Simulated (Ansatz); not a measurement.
**Ligand exchange: InH2I + H3NO → InH2(NH2) + HOI**

Species: InH2I `[InH2][I]`, singlet; H3NO (hydroxylamine) `NO`, singlet; InH2(NH2), singlet; HOI `OI`, singlet. The partners trade I for NH2: In–I and O–NH2 bonds give way to In–NH2 and O–I.

Shapes, held fixed at every level: PBE0-D4/def2-TZVP. Flexible molecules stand in one conformer, not always the lowest. Programs: Ansatz 0.2.0. The zero-point and thermal change to 298 K, harmonic and unscaled (PBE0-D4/def2-TZVP), is -9.3 kJ/mol.

Task: Estimate ΔH(298 K) of this reaction.

Result: The highest level, CCSD(T)/def2-TZVPP, gives ΔH(298 K) = +41.6 kJ/mol; the levels span +39.9 to +86.4. The column of differences is taken from that level and isn't an error. No measured value is set beside it here. For atoms past krypton def2 sets carry core potentials with scalar relativity. Correlated rows may include outer-core shells of I, In, which these sets cover unevenly.

| level | kind | ΔH(298 K) (kJ/mol) | less CCSD(T)/def2-TZVPP |
| --- | --- | --- | --- |
| HF/def2-TZVPP | Hartree–Fock | +78.8 | +37.2 |
| PBE-D4/def2-TZVPP | GGA | +41.8 | +0.2 |
| BHLYP-D4/def2-TZVPP | global hybrid | +58.2 | +16.6 |
| wB97X-V/def2-TZVPP | range-separated hybrid | +48.8 | +7.2 |
| B2PLYP/def2-TZVPP | double hybrid | +39.9 | -1.7 |
| MP2/def2-TZVPP | perturbation theory | +40.2 | -1.4 |
| CCSD/def2-SVP | coupled cluster or CI | +86.4 | +44.8 |
| CCSD(T)/def2-TZVPP | coupled cluster or CI | +41.6 | 0.0 |
